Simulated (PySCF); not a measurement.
An unknown shows these calculated signals:

$^{1}$H NMR (400 MHz, computed): δ 6.39 (d, 1H), 5.32 (t, 1H), 5.17 (d, 1H), 4.34 (m, 2H), 4.14 (m, 2H), 1.76 (m, 2H).

$^{13}$C{$^{1}$H} NMR (computed): δ 160.7 (C), 153.3 (CH), 122.2 (C), 115.9 (CH), 101.3 (CH), 54.9 (CH2), 7.1 (CH2).

- geometry from GFN2-xTB
- GIAO PBE0/pcSseg-1 shieldings
- run in PySCF 2.14.0 with density-fitted response routines
- no solvent model, no relativistic terms, one conformer, rapidly exchanging positions averaged

Scale: $^{1}$H (31.72 ppm) and $^{13}$C (186.93 ppm) vs TMS (reference shieldings calculated alike).

**Question.** Which of these does the molecule contain: a Si–H bond, a Si–CH3 group, a three-membered ring, a non-aromatic C=C double bond, a nitrile, a (CH3)2CH unit?

**Answer.** 
- A Si–H bond: yes (δH 4.14 (m)).
- A Si–CH3 group: no.
- A three-membered ring: no.
- A non-aromatic C=C double bond: yes.
- A nitrile: yes (δC 122.2).
- A (CH3)2CH unit: no.

The data belong to SMILES O1C(/C=C\C#N)=CC[SiH2]C1, C7H9NOSi; they needn't prove each group on their own.

Carbon signals by region: 1 in the far downfield region (above 160 ppm), 4 in the sp2 and nitrile region (100–160 ppm), 1 at 50–100 ppm, 1 below 50 ppm. Above 160 ppm: 160.7, alkene carbon bearing oxygen.

Shifts are as computed. Against solution values, carbons near 30 ppm lie about +3 ppm off and those near 130 ppm about +5 ppm. Of 1211 compounds with measured shifts, 218 miss one by over three times the rms of a fit or turn the order of signals round; such compounds aren't used in these exercises. No couplings were computed; multiplicities are counted from neighbouring protons, with m where these are inequivalent, close in shift, in a saturated or five-membered ring or joined by F or P, and br s for small geminal =CH2 splittings.
